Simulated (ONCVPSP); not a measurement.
## Varying the ONCV potential for nitrogen (N)

Base potential:

ONCVPSP 4.0.1 input, shortened (lines: element, Z, core and valence counts, functional; n l f; lmax; l rc ep ncon nbas qcut; lloc lpopt rc5 dvloc0; l nproj debl; icmod fcfact rcfact), PBE, scalar-relativistic:

```
  N 7.00    1    2        4      upf
    1    0    2.00
    2    0    1.50
    2    1    3.50
    1
    0    1.10    0.00    4    8    7.60
    1    2.40    0.00    4    8    5.80
    4    3    0.85   -1.00
    0    2    1.30
    1    2    2.20
    3    4.75    1.65
```

All-electron outer shells of the reference configuration (PBE, scalar-relativistic, ld1.x):

```csv
shell,level (eV),outermost node (bohr),outermost maximum (bohr)
1s,-385.14,–,0.15
2s,-18.81,0.32,1.02
2p,-7.30,–,0.97
```

Cutoffs, loose and tight: the cutoffs (Ha) at which the residual kinetic energy of the hardest occupied pseudo-wave falls to 1 and 0.1 mHa per electron. They do not see the model core or the augmentation charge, which bear on the density cutoff. Test errors are all-electron minus pseudo excitation energies from the reference, over the configurations 2s2 2p3; 2s2 2p2; 2s2 2p1; 2s1 2p0. A dash means not determined; rows that change the core or the reference have their own tests. The largest error is taken over the tests solved by every variant that gives reliable tests at all: 2s2 2p1; 2s2 2p2; 2s2 2p3.

| change | outcome | cutoff, loose | cutoff, tight | bound ghosts | GHOST(+) flags above zero | largest test error (meV) |
| --- | --- | --- | --- | --- | --- | --- |
| base | generated | 24 Ha | 46 Ha | none | none | +1244 |
| s: qcut 4.4 | generated | 116 Ha | 145 Ha | none | none | +1260 |
| s: qcut 5.9 | generated | 41 Ha | 134 Ha | none | none | +1252 |
| s: qcut 7 | generated | 23 Ha | 103 Ha | none | none | +1246 |
| s: qcut 7.5 | generated | 24 Ha | 48 Ha | none | none | +1244 |
| s: qcut 8.5 | generated | 27 Ha | 33 Ha | none | none | +1241 |
| s: qcut 10 | generated | 31 Ha | 39 Ha | none | none | +1238 |
| s: qcut 11.2 | generated | 33 Ha | 43 Ha | none | none | +1238 |

(1) What comes out with this change to the base: s: qcut 10.8?

(2) What comes out with this change to the base: s: qcut 5.2?

(3) What comes out with this change to the base: s: qcut 9?

Answers

(1) outcome: generated; cutoff, loose: 33 Ha; cutoff, tight: 42 Ha; bound ghosts: none; GHOST(+) flags above zero: none; largest test error (meV): +1238.

(2) outcome: generated; cutoff, loose: 78 Ha; cutoff, tight: 140 Ha; bound ghosts: none; GHOST(+) flags above zero: none; largest test error (meV): +1257.

(3) outcome: generated; cutoff, loose: 28 Ha; cutoff, tight: 35 Ha; bound ghosts: none; GHOST(+) flags above zero: none; largest test error (meV): +1241.

Reading the sweep of the qcut of the s channel (base included, trends over the rows without a ghost): The loose cutoff is not monotonic: lowest 23 Ha at 7 1/bohr, highest 116 Ha at 4.4 1/bohr.
